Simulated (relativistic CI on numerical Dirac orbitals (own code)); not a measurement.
## W3+: L2,3 absorption edge

Computed with this model: Dirac-Coulomb-Breit CI, separate exchange-only KLI orbitals for each configuration, model QED (radiative potential, 1s self-energy scaled to tabulated hydrogen-like ionisation energies), valence Slater integrals scaled by 0.9, multiplet model of core-to-valence dipole absorption; configurations [Xe] 4f14 5d3 → [He] 2s2 2p5 3s2 3p6 3d10 4s2 4p6 4d10 4f14 5s2 5p6 5d4; 300 K; Lorentzian 3 eV and Gaussian 1 eV FWHM. Energies are those of the free ion, without screening or charge transfer. The branching ratio is the share of the lower-energy edge in the whole absorption, uncertain by about 0.02 where the edges overlap. S is read from ⟨S²⟩ = S(S + 1).

Field parameters in Wybourne normalisation: D3d B²₀ = −7Dσ, B⁴₀ = −14Dq − 21Dτ, B⁴₃ = −14√(10/7) Dq. The field is a parameter set, without covalency.

Computed curve for free ion, scaled to 100 at the maximum (points under 2 are left out and the grid is thinned):

Energy (eV), Intensity and a bar:
```
  10193.0        2.1 
  10193.5        2.3 
  10194.0        2.5 
  10195.0        3.0 
  10195.5        3.3 
  10196.0        3.7 #
  10196.5        4.2 #
  10197.0        4.7 #
  10198.0        6.2 #
  10198.5        7.2 ##
  10199.0        8.5 ##
  10199.5       10.2 ##
  10200.0       12.4 ###
  10201.0       19.5 #####
  10201.5       25.3 #######
  10202.0       33.5 ##########
  10202.5       44.7 #############
  10203.0       58.6 #################
  10204.0       86.3 ##########################
  10204.5       95.6 #############################
  10205.0      100.0 ##############################
  10205.5       97.0 #############################
  10206.0       85.7 ##########################
  10207.0       53.0 ################
  10207.5       39.9 ############
  10208.0       30.4 #########
  10208.5       23.7 #######
  10209.0       18.9 #####
  10210.0       12.5 ###
  10210.5       10.3 ###
  10211.0        8.6 ##
  10211.5        7.2 ##
  10212.5        5.4 #
  10213.0        4.7 #
  10213.5        4.1 #
  10214.0        3.7 
  10214.5        3.3 
  10215.5        2.7 
  10216.0        2.5 
  10216.5        2.2 
  10217.0        2.1 
  11538.0        2.3 
  11539.0        3.7 #
  11539.5        4.9 #
  11540.0        6.5 #
  11540.5        8.7 ##
  11541.0       11.2 ###
  11542.0       14.4 ####
  11542.5       14.4 ####
  11543.0       14.3 ####
  11543.5       14.5 ####
  11544.0       14.4 ####
  11545.0       11.5 ###
  11545.5        9.4 ##
  11546.0        7.6 ##
  11546.5        6.2 #
  11547.0        5.3 #
  11548.0        3.7 #
  11548.5        3.0 
  11549.0        2.4
```

The ground state has S = 1.44, and the centroid lies at 10418.01 eV.
